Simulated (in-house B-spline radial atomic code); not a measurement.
Configurations of Os6+, with energies counted from [Xe] 4f14 (5d3/2)2. All numbers are computed (Dirac-Hartree-Fock, average of each configuration as written; Fermi nucleus of rms radius 5.4126 fm) with a radial B-spline atomic code at the basis-set limit, not measured. Energies include first-order Breit, QED and recoil terms.

Occupations are held fixed; configurations that lie above the ionisation limit could autoionise.

| configuration | E - E(ref) (eV) | highest orbital | its <r> (bohr) |
| --- | --- | --- | --- |
| [Xe] 4f14 (5d3/2)1 (5d5/2)1 | 1.6655 | 5d5/2 | 1.444 |
| [Xe] 4f14 (5d5/2)2 | 3.0172 | 5d5/2 | 1.442 |
| [Kr] 4d10 4f14 5s2 (5p1/2)2 (5p3/2)3 (5d3/2)2 (5g7/2)1 | 104.8 | 5g7/2 | 3.828 |
| [Xe] (4f5/2)6 (4f7/2)7 (5d5/2)2 (7d3/2)1 | 119.61 | 7d3/2 | 4.98 |
| [Xe] (4f5/2)5 (4f7/2)8 (5d5/2)2 (7f7/2)1 | 129.77 | 7f7/2 | 6.612 |
| [Kr] (4d3/2)3 (4d5/2)6 4f14 5s2 5p6 (5d5/2)2 7s1 | 354.07 | 7s1/2 | 3.714 |

Q: Order these further configurations by energy, lowest first.
A. [Xe] 4f14 (5d5/2)1 (9d3/2)1
B. [Kr] 4d10 4f14 5s2 (5p1/2)2 (5p3/2)3 (5d5/2)2 8s1
C. [Xe] (4f5/2)5 (4f7/2)8 (5d3/2)2 (9f7/2)1
D. [Kr] 4d10 4f14 5s2 (5p1/2)1 (5p3/2)4 (5d3/2)1 (5d5/2)1 (9p3/2)1
E. [Kr] 4d10 4f14 5s2 (5p1/2)1 (5p3/2)4 (5d3/2)2 (8g7/2)1

A: A (72.95 eV), B (111.55 eV), D (132.35 eV), C (135.08 eV), E (137.2 eV).

Q: How far above the reference does [Kr] (4d3/2)3 (4d5/2)6 4f14 5s2 5p6 (5d5/2)2 (5f5/2)1 lie?

A: 349.54 eV; its least bound orbital is 5f5/2 with <r> = 2.361 bohr.
